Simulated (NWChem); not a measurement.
Molecule: MgBr₂; SMILES [Br][Mg][Br]

This build's default masses of Se (78.918 u) and Br (79.917 u) are each other's, which moves their modes by up to 0.6 %.

Task: Give the equilibrium geometry at PBE0/def2-SVP (NWChem) as a list of bonds and angles, with the point group.

Result: point group D*h; any orientation.
Bonds (Å): Mg1–Br2 2.341, Mg1–Br3 2.341. Angles (°): Br2–Mg1–Br3 180.0.
